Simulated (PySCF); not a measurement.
**Computed structure and properties of Pb(CH3)2**

System: Pb(CH3)2 (singlet); start: template (C2v). Method: PySCF 2.14.0, RKS PBE0, Pb def2-SVP with ECP60, C def2-SVP, H def2-SVP; non-relativistic Hamiltonian with scalar-relativistic core potentials where named; density fitting; no spin-orbit coupling.

Input of the relaxation:

```python
mol = gto.M(atom='''
Pb     0.00000     0.00000    -0.12869
C      2.21120    -0.00000     0.86091
H      2.96260    -0.00000     0.07121
H      2.33290     0.89000     1.47831
H      2.33290    -0.89000     1.47831
C     -2.21120     0.00000     0.86091
H     -2.96260     0.00000     0.07121
H     -2.33290    -0.89000     1.47831
H     -2.33290     0.89000     1.47831''',
    basis={'Pb': 'def2-SVP', 'C': 'def2-SVP', 'H': 'def2-SVP'},
    ecp={'Pb': 'def2-SVP'},
    charge=0, spin=0)
mf = dft.RKS(mol, xc='PBE0')
mf.grids.atom_grid = (50, 194)
mf = mf.density_fit()  # fitting sets: Pb def2-universal-JKFIT, C def2-universal-JKFIT, H def2-universal-JKFIT
mf.conv_tol = 1e-08; mf.max_cycle = 55
mf.kernel(dm0)  # dm0: converged density of the start geometry
# quasi-Newton relaxation in Cartesian coordinates to a largest gradient under 0.00045 Eh/bohr, steps kept in the point group
```

Run from Python with OMP_NUM_THREADS=2; the lines above give its settings. Where DIIS fails, smearing, a level shift and second-order steps follow.
It took 23 s on 2 threads of Arm Neoverse V2, on a shared host, from the converged density of the start.

Course of the relaxation:

```json
{"step": "0", "energy above end (eV)": "0.8577", "largest force component within the symmetry (eV/Å)": "1.513"}
{"step": "1", "energy above end (eV)": "0.4900", "largest force component within the symmetry (eV/Å)": "0.567"}
{"step": "2", "energy above end (eV)": "0.3235", "largest force component within the symmetry (eV/Å)": "0.363"}
{"step": "3", "energy above end (eV)": "0.2090", "largest force component within the symmetry (eV/Å)": "0.430"}
{"step": "4", "energy above end (eV)": "0.1122", "largest force component within the symmetry (eV/Å)": "0.257"}
{"step": "5", "energy above end (eV)": "0.0521", "largest force component within the symmetry (eV/Å)": "0.341"}
{"step": "6", "energy above end (eV)": "0.0175", "largest force component within the symmetry (eV/Å)": "0.190"}
{"step": "7", "energy above end (eV)": "0.0034", "largest force component within the symmetry (eV/Å)": "0.094"}
{"step": "8", "energy above end (eV)": "0.0004", "largest force component within the symmetry (eV/Å)": "0.043"}
{"step": "9", "energy above end (eV)": "0.0001", "largest force component within the symmetry (eV/Å)": "0.030"}
{"step": "10", "energy above end (eV)": "0.0000", "largest force component within the symmetry (eV/Å)": "0.024"}
{"step": "11", "energy above end (eV)": "0.0000", "largest force component within the symmetry (eV/Å)": "0.007"}
```

Relaxed geometry (C2v):

```xyz
9

Pb    0.0000    0.0000   -0.7706
C     1.6495    0.0000    0.8402
H     2.6600    0.0000    0.4070
H     1.5282    0.8891    1.4813
H     1.5282   -0.8891    1.4813
C    -1.6495    0.0000    0.8402
H    -2.6600    0.0000    0.4070
H    -1.5282   -0.8891    1.4813
H    -1.5282    0.8891    1.4813
```

| contact | Å |
| --- | --- |
| Pb1–C2 (CH3) | 2.306 |
| Pb1–C6 (CH3) | 2.306 |

On the finer grid (75, 302):

| Item | Value |
| --- | --- |
| HOMO | -5.94 eV |
| LUMO | -2.23 eV |
| Dipole about the centre of mass | 0.53 D |
| Set of Mulliken populations of Pb1 outside the core potential | s 3.90, p 7.55, d 10.08 |
| D3(BJ) dispersion energy (not in the energies) | -0.147 eV |

```
atom  Mulliken (e)  Löwdin (e)  spin (e)
 Pb1          0.47        0.45      0.00
  C2         -0.43       -0.31      0.00
  H3          0.06        0.02      0.00
  H4          0.06        0.03      0.00
  H5          0.06        0.03      0.00
  C6         -0.43       -0.31      0.00
  H7          0.06        0.02      0.00
  H8          0.06        0.03      0.00
  H9          0.06        0.03      0.00
```

On the grid (50, 194), as all that follows. Harmonic modes: a minimum within the noise of the softest modes; lowest 50 cm⁻¹ (negative: unstable), highest 3178 cm⁻¹, zero-point energy 1.883 eV.

Taking off one CH3 (charge -1, singlet; the rest: singlet) in vacuum, both parts rigid, costs 9.76 eV; the small basis without counterpoise inflates it. Most of it is the attraction of opposite charges; other ways to part are cheaper, and one spin state was tried for the rest.

Rigid scan of CH3 along the line from its metal:

(distance to C2 (Å), energy (eV)): (2.01, 0.667), (2.11, 0.257), (2.21, 0.056), (2.31, 0.000), (2.41, 0.043), (2.51, 0.153), (2.71, 0.489), (3.01, 1.099), (3.41, 1.877), (3.91, 2.651)

One start shape was tried, so this needn't be the lowest isomer.
